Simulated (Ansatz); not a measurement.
HO (SMILES [OH]), doublet, geometry from GFN2-xTB; MP2/STO-3G (Ansatz, an electronic-structure program).

The Ansatz input:
Ansatz 0.2 input:
```yaml
crystal:
  periodic: [false, false, false]
  atoms:
    - {symbol: O, position_ang: [-0.00000000, -0.00000000, -0.10703614]}
    - {symbol: H, position_ang: [0.00000000, 0.00000000, 0.85628915]}
basis:
  gaussian:
    orbitals: STO-3G
magnetization: {spin_polarized: true, initial_magnetization: 1}
correlation: {method: mp2}
accuracy: high
```

**Question.** Write the output that Ansatz gives for this input, abridged.

**Answer.** 
```
Functional definition: HF
77 factors; integrals over basis functions are off by at most 2.3e-8 eV
mean field evaluation 1: about -2023.0762 eV, gradient 6.9e0 eV
mean field evaluation 2: about -2023.0862 eV, gradient 6.9e0 eV
mean field evaluation 4: about -2023.4907 eV, gradient 1.6e-1 eV
mean field evaluation 8: about -2023.4906 eV, gradient 5.1e-6 eV
mean field evaluation 16: about -2023.4906 eV, gradient 5.5e-3 eV
mean field -2023.49055717 eV, -74.3619064049 hartree, gradient 2.5e-8 eV, S^2 0.753131; 2 other end points of the search recorded, 0 dependent functions left out
1 core orbitals not correlated
reference -2023.49055717 eV, -74.3619064049 hartree; 4, 3 occupied and 1, 2 virtual orbitals, 77 factors
second order -0.42288563 eV of doubles, -0.00000000 eV of singles
Total energy: -2023.91344280 eV, -74.3774471651 hartree
```
